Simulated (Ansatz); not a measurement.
Relaxation of Si17H24, a nanocrystal cut from cubic silicon with RKS PBE-D4/def2-SVP.

```sh
$ ansatz run in.yaml --threads 2 --pin off --events-out ev --progress --plain --max-ram 32768MiB --backend cuda --devices 0, --max-vram 18GiB
```

```yaml
crystal:
  periodic: [false, false, false]
  atoms:
    - {symbol: Si, position_ang: [-1.871370, -2.788040, 3.041690]}
    - {symbol: Si, position_ang: [1.262960, -2.872820, -0.119460]}
    - {symbol: Si, position_ang: [-1.621200, 2.569530, -2.711200]}
    - {symbol: Si, position_ang: [1.073580, -0.092550, -2.727350]}
    - {symbol: Si, position_ang: [-1.658530, -0.240770, 0.010350]}
    - {symbol: Si, position_ang: [1.070330, -0.306940, 2.747850]}
    - {symbol: Si, position_ang: [1.049630, 2.544190, -0.012710]}
    - {symbol: Si, position_ang: [3.843350, -0.140940, 0.048980]}
    - {symbol: Si, position_ang: [-2.985050, -1.563420, 1.416000]}
    - {symbol: Si, position_ang: [-2.934260, 1.184280, -1.360630]}
    - {symbol: Si, position_ang: [-0.189510, -1.525170, -1.346280]}
    - {symbol: Si, position_ang: [-0.272540, -1.562330, 4.186810]}
    - {symbol: Si, position_ang: [2.498110, -1.543940, 1.347600]}
    - {symbol: Si, position_ang: [-0.274450, 1.243410, -4.085140]}
    - {symbol: Si, position_ang: [-0.290670, 3.920730, -1.343990]}
    - {symbol: Si, position_ang: [2.463990, 1.171440, -1.303710]}
    - {symbol: Si, position_ang: [-0.204110, 1.090980, 1.347380]}
    - {symbol: H, position_ang: [-2.797220, -3.464540, 3.961770]}
    - {symbol: H, position_ang: [-1.187990, -3.903580, 2.367490]}
    - {symbol: H, position_ang: [2.176750, -3.581640, -1.026820]}
    - {symbol: H, position_ang: [0.564880, -3.962030, 0.573750]}
    - {symbol: H, position_ang: [-2.487770, 3.423930, -3.546260]}
    - {symbol: H, position_ang: [1.949410, -0.928850, -3.571400]}
    - {symbol: H, position_ang: [1.943980, 0.569580, 3.556160]}
    - {symbol: H, position_ang: [1.899770, 3.369220, 0.867660]}
    - {symbol: H, position_ang: [4.797010, -0.914110, -0.760420]}
    - {symbol: H, position_ang: [4.717350, 0.692590, 0.885480]}
    - {symbol: H, position_ang: [-3.861630, -2.410100, 0.592480]}
    - {symbol: H, position_ang: [-3.924730, -0.650990, 2.090390]}
    - {symbol: H, position_ang: [-3.866330, 0.390200, -2.173150]}
    - {symbol: H, position_ang: [-3.824430, 1.983800, -0.507010]}
    - {symbol: H, position_ang: [-1.044820, -2.358820, -2.211470]}
    - {symbol: H, position_ang: [0.539070, -2.409860, 5.072680]}
    - {symbol: H, position_ang: [-0.959290, -0.662220, 5.127470]}
    - {symbol: H, position_ang: [3.340050, -2.404340, 2.199880]}
    - {symbol: H, position_ang: [-1.087610, 0.432050, -5.002280]}
    - {symbol: H, position_ang: [0.526910, 2.066730, -5.001020]}
    - {symbol: H, position_ang: [0.532890, 4.836640, -2.146870]}
    - {symbol: H, position_ang: [-1.104880, 4.837020, -0.532600]}
    - {symbol: H, position_ang: [3.283590, 2.053030, -2.156430]}
    - {symbol: H, position_ang: [-1.085220, 1.908610, 2.204360]}
basis:
  gaussian: {orbitals: def2-SVP, fitting: {mean_field: def2-universal-jkfit}}
hamiltonian: {xc: pbe, dispersion: d4}
scf: {lower_state_search: "off"}
output: {orbitals: {seedname: orbitals}}
relax: {f_tol: 0.03, max_steps: 70}
```

Run time 32 s (2 threads of AMD EPYC 7R13 on a shared host and a share (18 GiB) of an NVIDIA H100 80GB HBM3), peak host memory 0.92 GiB.

Positions (Å) and forces (eV/Å) at steps 1, 2, 3, 4, 6 of 6:

```xyz
41
step=1 energy=-134205.7151 eV
Si   -1.871   -2.788    3.042    0.263    0.049   -0.238
Si    1.263   -2.873   -0.119   -0.007    0.416    0.066
Si   -1.621    2.570   -2.711    0.260   -0.213    0.219
Si    1.074   -0.093   -2.727   -0.054    0.051    0.548
Si   -1.659   -0.241    0.010    0.769    0.084   -0.012
Si    1.070   -0.307    2.748   -0.013    0.015   -0.586
Si    1.050    2.544   -0.013    0.001   -0.549   -0.073
Si    3.843   -0.141    0.049   -0.508   -0.005    0.041
Si   -2.985   -1.563    1.416    0.194    0.306   -0.127
Si   -2.934    1.184   -1.361    0.416   -0.179    0.161
Si   -0.190   -1.525   -1.346   -0.184    0.518    0.199
Si   -0.273   -1.562    4.187   -0.042    0.138   -0.311
Si    2.498   -1.544    1.348   -0.359    0.143   -0.034
Si   -0.274    1.243   -4.085   -0.004    0.058    0.498
Si   -0.291    3.921   -1.344   -0.003   -0.511   -0.034
Si    2.464    1.171   -1.304   -0.544    0.020    0.007
Si   -0.204    1.091    1.347   -0.229   -0.348   -0.366
H    -2.797   -3.465    3.962   -0.550   -0.128    0.489
H    -1.188   -3.904    2.367    0.397   -0.452   -0.381
H     2.177   -3.582   -1.027    0.513   -0.198   -0.546
H     0.565   -3.962    0.574   -0.477   -0.412    0.457
H    -2.488    3.424   -3.546   -0.410    0.340   -0.333
H     1.949   -0.929   -3.571    0.352   -0.390   -0.378
H     1.944    0.570    3.556    0.342    0.344    0.379
H     1.900    3.369    0.868    0.349    0.379    0.390
H     4.797   -0.914   -0.760    0.288   -0.496   -0.489
H     4.717    0.693    0.885    0.262    0.534    0.497
H    -3.862   -2.410    0.592   -0.291   -0.545   -0.402
H    -3.925   -0.651    2.090   -0.345    0.501    0.376
H    -3.866    0.390   -2.173   -0.333   -0.469   -0.515
H    -3.824    1.984   -0.507   -0.312    0.497    0.495
H    -1.045   -2.359   -2.211   -0.336   -0.435   -0.406
H     0.539   -2.410    5.073    0.463   -0.527    0.254
H    -0.959   -0.662    5.127   -0.358    0.567    0.297
H     3.340   -2.404    2.200    0.401   -0.395    0.339
H    -1.088    0.432   -5.002   -0.492   -0.522   -0.267
H     0.527    2.067   -5.001    0.516    0.505   -0.285
H     0.533    4.837   -2.147    0.520    0.278   -0.478
H    -1.105    4.837   -0.533   -0.500    0.263    0.507
H     3.284    2.053   -2.156    0.413    0.378   -0.368
H    -1.085    1.909    2.204   -0.370    0.388    0.410
41
step=2 energy=-134206.1427 eV
Si   -1.807   -2.794    2.917   -0.134    0.236    0.058
Si    1.233   -2.902   -0.136   -0.121    0.121    0.082
Si   -1.637    2.534   -2.663    0.118   -0.172    0.177
Si    1.127   -0.177   -2.698   -0.222    0.240    0.158
Si   -1.588   -0.229    0.009   -0.131    0.030   -0.077
Si    1.122   -0.195    2.702   -0.227   -0.255   -0.033
Si    1.108    2.539    0.085   -0.329   -0.125   -0.287
Si    3.782   -0.118    0.052    0.014   -0.077   -0.123
Si   -3.022   -1.508    1.366    0.254   -0.079   -0.034
Si   -2.973    1.145   -1.315    0.285    0.020   -0.046
Si   -0.252   -1.586   -1.396    0.295    0.344    0.309
Si   -0.254   -1.487    4.103    0.127    0.037   -0.078
Si    2.482   -1.583    1.359   -0.245    0.392   -0.207
Si   -0.247    1.203   -4.012   -0.050   -0.075    0.040
Si   -0.269    3.862   -1.286    0.011   -0.023    0.066
Si    2.461    1.236   -1.347   -0.234   -0.395    0.358
Si   -0.295    1.178    1.407    0.450   -0.338   -0.321
H    -2.802   -3.384    3.875   -0.027   -0.106    0.124
H    -1.091   -3.913    2.223    0.035   -0.074   -0.062
H     2.177   -3.565   -1.095    0.112   -0.105   -0.071
H     0.471   -3.953    0.613   -0.007   -0.162    0.044
H    -2.544    3.388   -3.500   -0.024    0.141   -0.137
H     1.994   -1.041   -3.567    0.131   -0.048   -0.094
H     1.996    0.675    3.561    0.119    0.071    0.065
H     1.956    3.396    0.979    0.117    0.085    0.066
H     4.685   -0.957   -0.805    0.185   -0.040   -0.070
H     4.606    0.780    0.926    0.135    0.036    0.118
H    -3.856   -2.445    0.542   -0.091   -0.022   -0.131
H    -3.941   -0.557    2.076   -0.062    0.056    0.108
H    -3.864    0.314   -2.190   -0.102   -0.103   -0.051
H    -3.826    2.002   -0.427   -0.109    0.051    0.111
H    -1.081   -2.470   -2.283   -0.137   -0.004   -0.066
H     0.597   -2.402    4.934    0.064   -0.072    0.146
H    -0.949   -0.510    5.006   -0.152   -0.005    0.115
H     3.361   -2.463    2.199    0.078   -0.048    0.119
H    -1.108    0.327   -4.875   -0.070   -0.049   -0.160
H     0.612    2.074   -4.880    0.050    0.088   -0.128
H     0.615    4.730   -2.134    0.027    0.149   -0.101
H    -1.139    4.723   -0.419   -0.074    0.154    0.053
H     3.329    2.115   -2.202    0.048    0.091   -0.083
H    -1.169    2.019    2.295   -0.107    0.034    0.041
41
step=3 energy=-134206.2724 eV
Si   -1.853   -2.788    2.982    0.005   -0.055    0.003
Si    1.262   -2.907   -0.154   -0.015   -0.035    0.019
Si   -1.633    2.547   -2.677    0.009   -0.008    0.005
Si    1.107   -0.146   -2.707   -0.010    0.020    0.020
Si   -1.596   -0.235    0.006    0.039    0.003   -0.011
Si    1.107   -0.237    2.718   -0.007   -0.012   -0.008
Si    1.080    2.538    0.047   -0.009   -0.016   -0.027
Si    3.829   -0.137    0.044    0.028   -0.003   -0.008
Si   -3.009   -1.518    1.376   -0.047    0.017    0.001
Si   -2.958    1.146   -1.326   -0.011    0.011   -0.014
Si   -0.229   -1.558   -1.374    0.022    0.037    0.012
Si   -0.261   -1.509    4.150    0.005    0.029    0.064
Si    2.483   -1.567    1.347   -0.012    0.029   -0.017
Si   -0.261    1.216   -4.053   -0.004    0.000   -0.021
Si   -0.285    3.902   -1.301   -0.002    0.023   -0.002
Si    2.454    1.202   -1.321   -0.035   -0.021    0.025
Si   -0.257    1.131    1.375    0.030   -0.031   -0.026
H    -2.848   -3.355    3.967    0.011    0.000    0.002
H    -1.169   -3.948    2.309    0.020   -0.002   -0.024
H     2.231   -3.535   -1.128   -0.002    0.010    0.010
H     0.546   -4.020    0.565   -0.020   -0.006    0.021
H    -2.524    3.418   -3.533    0.008    0.003   -0.004
H     1.999   -1.005   -3.574    0.010   -0.002   -0.005
H     2.004    0.642    3.559    0.012    0.002    0.003
H     1.948    3.387    0.946    0.010    0.004    0.003
H     4.759   -0.960   -0.815    0.000   -0.003   -0.004
H     4.669    0.746    0.934   -0.004    0.002    0.009
H    -3.866   -2.424    0.525    0.005    0.004   -0.004
H    -3.926   -0.558    2.095    0.008   -0.004    0.004
H    -3.857    0.294   -2.187    0.004   -0.006   -0.005
H    -3.831    1.981   -0.421    0.002    0.000    0.004
H    -1.097   -2.413   -2.265   -0.019    0.000   -0.008
H     0.581   -2.413    5.018   -0.005    0.001   -0.009
H    -0.997   -0.553    5.059    0.002   -0.009   -0.018
H     3.357   -2.445    2.212    0.000    0.003    0.006
H    -1.119    0.348   -4.941   -0.001    0.005    0.002
H     0.594    2.093   -4.935   -0.004    0.005    0.005
H     0.579    4.799   -2.154   -0.005   -0.003   -0.003
H    -1.156    4.778   -0.433   -0.002   -0.006   -0.001
H     3.305    2.100   -2.189    0.004    0.007   -0.010
H    -1.161    1.963    2.253   -0.019    0.007    0.012
41
step=4 energy=-134206.2748 eV
Si   -1.844   -2.795    2.978    0.005   -0.013   -0.007
Si    1.252   -2.910   -0.144   -0.008   -0.014    0.008
Si   -1.632    2.548   -2.679    0.003   -0.005    0.006
Si    1.104   -0.145   -2.707    0.000   -0.001    0.004
Si   -1.594   -0.233    0.006    0.005    0.008   -0.003
Si    1.107   -0.237    2.720    0.002    0.000    0.004
Si    1.078    2.539    0.045   -0.005    0.004   -0.007
Si    3.829   -0.138    0.044    0.005   -0.008   -0.010
Si   -3.008   -1.519    1.376   -0.013    0.006    0.007
Si   -2.956    1.147   -1.329   -0.002    0.006   -0.004
Si   -0.229   -1.556   -1.372    0.015    0.009   -0.005
Si   -0.259   -1.509    4.153   -0.001    0.011    0.014
Si    2.480   -1.566    1.348   -0.007    0.014   -0.013
Si   -0.261    1.218   -4.056   -0.003   -0.001   -0.004
Si   -0.285    3.905   -1.303   -0.002    0.005    0.001
Si    2.452    1.201   -1.320   -0.009   -0.010    0.011
Si   -0.256    1.130    1.374    0.011   -0.006   -0.002
H    -2.835   -3.364    3.965    0.007   -0.013   -0.006
H    -1.154   -3.948    2.296    0.004    0.010   -0.003
H     2.223   -3.538   -1.116   -0.004   -0.012    0.008
H     0.531   -4.019    0.580   -0.003    0.008    0.001
H    -2.519    3.421   -3.538    0.001    0.002   -0.002
H     1.999   -1.002   -3.573    0.004   -0.001    0.000
H     2.008    0.640    3.559    0.003    0.003   -0.002
H     1.949    3.387    0.943    0.003    0.001    0.000
H     4.758   -0.961   -0.815    0.001    0.003    0.002
H     4.665    0.745    0.938   -0.002   -0.003    0.001
H    -3.863   -2.423    0.523   -0.001    0.005   -0.001
H    -3.922   -0.559    2.099    0.004   -0.007    0.006
H    -3.853    0.293   -2.192    0.002   -0.002    0.002
H    -3.829    1.981   -0.423   -0.003   -0.002   -0.002
H    -1.104   -2.407   -2.264   -0.006    0.002   -0.001
H     0.583   -2.415    5.019    0.000    0.006    0.001
H    -0.997   -0.552    5.058   -0.006   -0.010   -0.005
H     3.354   -2.442    2.216    0.001    0.000    0.002
H    -1.121    0.352   -4.944    0.002    0.003   -0.001
H     0.592    2.098   -4.935    0.001   -0.003    0.002
H     0.577    4.801   -2.159   -0.002    0.001    0.003
H    -1.159    4.777   -0.435    0.001   -0.001   -0.002
H     3.302    2.098   -2.190    0.001    0.002   -0.003
H    -1.164    1.959    2.253   -0.005    0.002    0.001
41
step=6 energy=-134206.2773 eV
Si   -1.821   -2.807    2.962    0.007    0.005   -0.011
Si    1.231   -2.918   -0.130   -0.002    0.005   -0.002
Si   -1.628    2.550   -2.681    0.000    0.000    0.000
Si    1.104   -0.146   -2.706   -0.003   -0.007   -0.007
Si   -1.592   -0.227    0.007   -0.020    0.006    0.007
Si    1.107   -0.230    2.722   -0.001    0.006    0.005
Si    1.078    2.544    0.044    0.001    0.005    0.003
Si    3.824   -0.142    0.042   -0.008   -0.001    0.003
Si   -3.001   -1.517    1.381    0.017   -0.005    0.009
Si   -2.955    1.149   -1.332    0.005   -0.007    0.003
Si   -0.232   -1.555   -1.372    0.005   -0.011   -0.007
Si   -0.258   -1.506    4.154   -0.008   -0.007   -0.017
Si    2.470   -1.565    1.346    0.004   -0.009   -0.007
Si   -0.258    1.218   -4.057    0.005   -0.002    0.009
Si   -0.286    3.910   -1.304    0.000   -0.007    0.001
Si    2.447    1.200   -1.319    0.011    0.004   -0.003
Si   -0.255    1.136    1.376   -0.002    0.010    0.007
H    -2.798   -3.415    3.940    0.000   -0.003   -0.004
H    -1.110   -3.935    2.259   -0.004    0.010    0.008
H     2.195   -3.577   -1.086   -0.001   -0.004    0.000
H     0.491   -4.002    0.611    0.006    0.006   -0.007
H    -2.511    3.423   -3.543   -0.004    0.001    0.000
H     2.003   -1.002   -3.570   -0.002    0.000    0.002
H     2.015    0.646    3.556   -0.003   -0.002   -0.001
H     1.955    3.391    0.938   -0.002   -0.001   -0.001
H     4.755   -0.964   -0.817    0.001   -0.001   -0.001
H     4.658    0.736    0.943    0.003    0.000   -0.002
H    -3.865   -2.412    0.525   -0.004    0.001    0.001
H    -3.907   -0.564    2.122   -0.001    0.002    0.004
H    -3.844    0.289   -2.197   -0.001   -0.001    0.001
H    -3.836    1.980   -0.431   -0.003    0.000   -0.001
H    -1.116   -2.397   -2.263    0.003    0.002    0.004
H     0.587   -2.401    5.027    0.003    0.000    0.006
H    -1.015   -0.558    5.051   -0.008    0.003    0.005
H     3.345   -2.437    2.217    0.000   -0.002    0.000
H    -1.118    0.358   -4.950   -0.001   -0.002   -0.003
H     0.600    2.099   -4.930    0.003    0.001   -0.002
H     0.573    4.808   -2.159    0.003    0.003    0.000
H    -1.163    4.778   -0.436   -0.002    0.003    0.002
H     3.297    2.096   -2.192   -0.001   -0.002    0.003
H    -1.167    1.965    2.252    0.005   -0.003   -0.005
```

Single mean-field runs in def2-SVP are fitted with def2-universal-jkfit.
